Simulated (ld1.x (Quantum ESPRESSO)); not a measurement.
What one change does to a pseudopotential (O, TM)

O, norm-conserving Troullier–Martins (Kleinman–Bylander form), made with ld1.x (Quantum ESPRESSO) 7.5 (LDA (PZ), non-relativistic). Core [He], reference 2s2 2p3 (charge +1). Waves: 2s (bound): rc 0.60 bohr; 2p (bound): rc 1.80 bohr; 3d channel at 0.15 Ry: rc 1.95 bohr. Local part: all-electron potential smoothed inside 0.75 bohr (lloc = -1). Core correction: a·sin(br)/r model core inside 0.60 bohr.

All-electron outer shells of the reference configuration (LDA (PZ), non-relativistic, ld1.x):

```
shell  level (eV)  outermost node (bohr)  outermost maximum (bohr)
   2s      -39.34                   0.28                      0.86
   2p      -24.60                      –                      0.78
```

Change: core correction a·sin(br)/r model core inside 0.74 bohr.

Cutoffs: the cutoffs (Ry, on a coarse ladder) from which the occupation-weighted sum of valence levels, in a spherical-Bessel basis at the reference potential, stays within 10 and 1 mRy of its value at 400 Ry; they do not see the model core or the augmentation charge, which bear on the density cutoff. Errors are all-electron minus pseudo energies relative to the spin-unpolarised reference configuration.

Question: How do hardness, ghosts and transferability respond?

Answer: Of the 9 tests that both files solve, the error grows in 2 and shrinks in 0 by more than 15 % and 0.3 meV (median size 100.2 → 155.6 meV); neither file shows a bound ghost. A wider model core is smoother and lowers the density cutoff, which this test does not measure.

| quantity | base | changed |
| --- | --- | --- |
| cutoff, loose | 200 Ry | 200 Ry |
| cutoff, tight | over 300 Ry | over 300 Ry |
| bound ghosts | none | none |
| error for 2s2 2p4, meV [ΔE -16.59 eV] | +42 | +42 |
| error for 2s2 2p2, meV [ΔE 33.72 eV] | +169 | +170 |
| error for 2s2 2p1, meV [ΔE 87.68 eV] | +1082 | +1092 |
| error for 2s2 2p3.5, meV [ΔE -10.22 eV] | +16 | +16 |
| error for 2s2 2p4.3, meV [ΔE -18.77 eV] | +53 | +53 |
| error for 2s1 2p5, meV [ΔE -2.06 eV] | +183 | +185 |
| error for 2s0 2p6, meV [ΔE 12.53 eV] | +360 | +366 |
| error for 2s2 2p3 (spin-polarised), meV [ΔE -4.01 eV] | +100 | +156 |
| error for 2s2 2p4 (spin-polarised), meV [ΔE -18.00 eV] | +84 | +102 |
| s: phases at 2.15 bohr within 0.05 rad from the reference energy up to (Ry; the scan ends near 5) | to the end of the scan | to the end of the scan |
| p: phases at 2.15 bohr within 0.05 rad from the reference energy up to (Ry; the scan ends near 5) | 0.7 | 0.7 |
| d: phases at 2.15 bohr within 0.05 rad from the reference energy up to (Ry; the scan ends near 5) | to the end of the scan | to the end of the scan |
